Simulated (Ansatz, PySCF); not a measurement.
This PySCF input computes a B3LYP/def2-TZVPD energy:

```python
from pyscf import gto, scf, dft

mol = gto.M(
    atom='''
    Si    0.07517424   -0.46621636    0.05137629
    F    -0.20525284   -1.57767369   -1.03997708
    F     0.64945693   -1.17719568    1.34355920
    O     1.16311850    0.52994270   -0.60252590
    C     1.75678846    1.64854443    0.05045331
    O    -1.29010571    0.25760784    0.51573911
    C    -2.17916714    0.97096788   -0.33911931
    H     0.99642250    2.30239937    0.48476907
    H     2.32113044    2.20580965   -0.69521650
    H     2.43555944    1.31782375    0.83899547
    H    -2.69421211    0.28629098   -1.01576631
    H    -2.91387548    1.47028245    0.29011712
    H    -1.64513126    1.72076905   -0.92811570
    ''',
    basis='def2-tzvpd',
    charge=0,
    spin=0,
    verbose=4,
)

mf = dft.RKS(mol, xc='b3lyp').density_fit(auxbasis='def2-universal-jkfit')
mf.grids.level = 3
mf.conv_tol = 1e-9
mf.max_cycle = 100
mf.max_memory = 1500
mf.kernel()
if not mf.converged:
    mf = mf.newton()
    mf.kernel(mf.make_rdm1())
mf.analyze()
```

Problem. Write an input for the same energy in Ansatz (a program for electronic structure) and say what it gives.

Solution. 
Ansatz 0.2 input:
```yaml
crystal:
  periodic: [false, false, false]
  atoms:
    - {symbol: Si, position_ang: [0.07517424, -0.46621636, 0.05137629]}
    - {symbol: F, position_ang: [-0.20525284, -1.57767369, -1.03997708]}
    - {symbol: F, position_ang: [0.64945693, -1.17719568, 1.34355920]}
    - {symbol: O, position_ang: [1.16311850, 0.52994270, -0.60252590]}
    - {symbol: C, position_ang: [1.75678846, 1.64854443, 0.05045331]}
    - {symbol: O, position_ang: [-1.29010571, 0.25760784, 0.51573911]}
    - {symbol: C, position_ang: [-2.17916714, 0.97096788, -0.33911931]}
    - {symbol: H, position_ang: [0.99642250, 2.30239937, 0.48476907]}
    - {symbol: H, position_ang: [2.32113044, 2.20580965, -0.69521650]}
    - {symbol: H, position_ang: [2.43555944, 1.31782375, 0.83899547]}
    - {symbol: H, position_ang: [-2.69421211, 0.28629098, -1.01576631]}
    - {symbol: H, position_ang: [-2.91387548, 1.47028245, 0.29011712]}
    - {symbol: H, position_ang: [-1.64513126, 1.72076905, -0.92811570]}
basis:
  gaussian:
    orbitals: def2-TZVPD
hamiltonian:
  xc: {name: B3LYP}
output: {forces: true}
```
It gives -719.89938 Eh, and PySCF -719.89953 Eh, a difference of 0.15 mEh, from the treatment of integrals and grids.
